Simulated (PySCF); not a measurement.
C₉H₈FNS, SMILES Cn1cccc1-c1sccc1F. Atoms are numbered in the order given.

```xyz
20

C     -1.5748    -1.3652     1.6399
N     -1.8172    -0.3225     0.6757
C     -3.0454     0.2255     0.4328
C     -2.9130     1.2103    -0.5245
C     -1.5469     1.2586    -0.8798
C     -0.8810     0.2970    -0.1277
C      0.5354    -0.0080    -0.1353
S      1.2167    -1.5911     0.1074
C      2.8200    -1.0380    -0.1568
C      2.8579     0.2993    -0.4433
C      1.5609     0.8676    -0.4292
F      1.3583     2.1555    -0.6824
H     -1.4280    -2.3462     1.1599
H     -0.6855    -1.1363     2.2439
H     -2.4406    -1.4345     2.3110
H     -3.9233    -0.1309     0.9677
H     -3.7164     1.8259    -0.9232
H     -1.0736     1.9144    -1.6060
H      3.6549    -1.7316    -0.0730
H      3.7627     0.8726    -0.6440
```
Charge 0, spin multiplicity 1.

Coordinates come from a PBE0-D3(BJ)/def2-SVP optimisation. This is a generated structure with no PubChem entry under its InChIKey; it may be hypothetical. Other conformers were not sampled.

Computed with B3LYP/pcSseg-1 in PySCF.

GIAO shieldings, no solvent; atoms alike by connectivity are averaged. δ = σ(ref) − σ: ¹³C against TMS (σ = 181.3 ppm); ¹⁵N against NH3 (σ = 265.5 ppm); ³³S against H2S (σ = 695.8 ppm); ¹⁹F against CFCl3 (σ = 161.7 ppm); ¹H against TMS (σ = 31.68 ppm), references at their B3LYP-D3(BJ)/def2-TZVP geometries, non-relativistic.

### Question
Estimate the chemical shifts. (An estimate is asked for; the answer gives what the named calculation found.)

### Answer

| nucleus | atoms | count | δ (ppm) |
|---|---|---|---|
| ¹³C | C11 | 1 | 164.5 |
| ¹³C | C6 | 1 | 130.2 |
| ¹³C | C3 | 1 | 129.6 |
| ¹³C | C9 | 1 | 128.7 |
| ¹³C | C7 | 1 | 125.6 |
| ¹³C | C10 | 1 | 125.2 |
| ¹³C | C5 | 1 | 121.1 |
| ¹³C | C4 | 1 | 116.2 |
| ¹³C | C1 | 1 | 38.8 |
| ¹⁵N | N2 | 1 | 179.1 |
| ³³S | S8 | 1 | 402.2 |
| ¹⁹F | F12 | 1 | -148.8 |
| ¹H | H20 | 1 | 7.12 |
| ¹H | H19 | 1 | 7.01 |
| ¹H | H18 | 1 | 6.94 |
| ¹H | H16 | 1 | 6.69 |
| ¹H | H17 | 1 | 6.50 |
| ¹H | H13, H14, H15 | 3 | 3.93 |
